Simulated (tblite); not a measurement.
C7H11 (doublet state).
Geometry (GFN2-xTB, Å), atoms numbered from 1 in this order:
```
atom  x, y, z in Å
C1     0.4904    2.5588   -0.2924
C2     0.0595    1.4569   -0.1146
C3    -0.4725    0.1187    0.1065
C4    -0.6028   -0.1497    1.5556
C5    -1.8665    0.0364   -0.5698
C6     0.4526   -0.9267   -0.5656
C7     1.8688   -0.8856   -0.0070
H8     0.8709    3.5242   -0.4483
H9    -0.5323    0.6404    2.2765
H10   -0.8365   -1.1424    1.8901
H11   -2.2851   -0.9581   -0.4353
H12   -2.5406    0.7656   -0.1270
H13   -1.7760    0.2439   -1.6339
H14    0.0228   -1.9174   -0.4037
H15    0.4773   -0.7367   -1.6410
H16    1.8586   -1.0686    1.0657
H17    2.3166    0.0898   -0.1824
H18    2.4860   -1.6430   -0.4851
```

Computed values, GFN2-xTB/tblite, gas phase, harmonic and unscaled. This tight-binding method is rough: wavenumbers can miss measured ones by several per cent, in bad cases by 10 to 20. One conformer, not necessarily the lowest. Open shells enter through the occupations alone, without spin polarisation, and single modes of such species can be off by tens of per cent.

Harmonic wavenumbers (cm⁻¹): 75.1, 104.4, 144.2, 164.7, 204.4, 212.6, 244.0, 307.7, 367.6, 385.4, 456.4, 482.1, 532.5, 668.4, 669.3, 735.8, 820.9, 877.9, 966.1, 982.9, 1027.9, 1044.0, 1055.3, 1107.6, 1191.1, 1229.8, 1294.1, 1323.8, 1380.3, 1394.1, 1409.7, 1478.5, 1486.8, 1492.6, 1492.8, 1505.3, 2288.9, 2969.5, 2980.4, 3026.8, 3029.5, 3032.7, 3034.9, 3041.1, 3042.3, 3130.5, 3178.4, 3392.0.

A = 2882, B = 2499, C = 1863 MHz; mass 95.086 u (most abundant isotopes); point group C1, symmetry number 1; spin multiplicity 2.

Task: What is the zero-point energy?

Result: Half the sum of the wavenumbers: 33232 cm⁻¹ = 397.54 kJ/mol.

Task: Entropy at 298.15 K, 1 bar (ideal gas, RRHO, classical rotation)?

Result: Translation 165.66, rotation 115.37, vibration 109.26, spin (R ln 2) 5.76: S = 396.1 J/(mol K).

Task: And Cp and H(298.15 K) − H(0)?

Result: Cp = 153.86 J/(mol K), of which vibrations give 120.60 (their classical limit is 48 R = 399.1); H(298.15 K) − H(0) = 28.11 kJ/mol without the zero-point energy, 18.19 from vibrations.

Task: Blend soft modes into free rotors: weight 1/[1 + (100 cm⁻¹/ν̃)⁴] for the oscillator and the rest for a rotor with moment μB/(μ + B), μ = h/(8π²ν), B = 10⁻⁴⁴ kg m². What vibrational entropy results?

Result: 105.25 J/(mol K) in place of 109.26, which changes −T·S at 298.15 K by +1.20 kJ/mol.

Task: What must be added to the electronic energy to get the Gibbs energy at 298.15 K and 1 bar?

Result: ZPE + [H(298.15 K) − H(0)] − T·S = 397.54 + 28.11 − 118.08 = 307.57 kJ/mol.

Task: How do the functions run with temperature in this model?

Result: 
| T (K) | S (J/(mol K)) | Cp (J/(mol K)) | H − H(0) (kJ/mol) | G − H(0) (kJ/mol) | ln q(vib) |
| --- | --- | --- | --- | --- | --- |
| 50 | 234.0 | 49.1 | 1.91 | -9.79 | 0.20 |
| 100 | 276.5 | 75.9 | 5.05 | -22.60 | 1.06 |
| 373.15 | 433.5 | 180.6 | 40.66 | -121.10 | 7.64 |
| 500 | 492.0 | 220.1 | 66.16 | -179.86 | 10.70 |
| 750 | 592.9 | 277.3 | 128.82 | -315.84 | 16.47 |
| 1000 | 678.4 | 316.7 | 203.34 | -475.02 | 21.80 |

q(vib) and H(0) count from the zero-point level.

Hindered rotation and anharmonicity are outside this model. Other conformers, if any are populated, would add a mixing term that is left out. The structure is chiral; the term R ln 2 for an equal mix with its mirror image is left out.
